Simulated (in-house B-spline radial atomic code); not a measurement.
RPA and G0W0 for the mercury ion Hg²⁺, [Xe] 4f14 5d10, as one setting changes: the radius of a hard wall (bohr). Start: PBE0. A dash marks a level of low quasi-particle weight. Computed with an all-electron radial atomic-structure program (B-spline basis): all electrons, scalar-relativistic (spin-free one-electron X2C), finite nucleus, each spin shell either full or empty, empty states to l = 9 with an (l + 1/2)⁻⁴ tail; G0W0 by contour deformation at full frequency.

Without the two-electron picture change, the correlation of inner shells comes somewhat too large for so heavy an element.

```
radius of a hard wall (bohr)  mean-field level (eV)  G0W0 level (eV)  RPA correlation (Eh)
                           2                  9.359         5d 1.279               -6.9704
                         2.5                -15.713       5d -22.587               -6.9488
                           3                -24.675        5d -30.78               -6.9486
                         3.5                -28.229        5d -33.83               -6.9494
                           4                -29.684        5d -34.96               -6.9488
                           5                 -30.50        5d -35.49                -6.947
                           6                      ?                ?                     ?
                           8                      ?                ?                     ?
                          12                 -30.63        5d -35.52               -6.9424
```

(1) What belongs in the row for 6?

(2) What belongs in the row for 8?

Results:

(1) mean-field level (eV): -30.61; G0W0 level (eV): 5d -35.52; RPA correlation (Eh): -6.9457.

(2) mean-field level (eV): -30.63; G0W0 level (eV): 5d -35.52; RPA correlation (Eh): -6.9439.
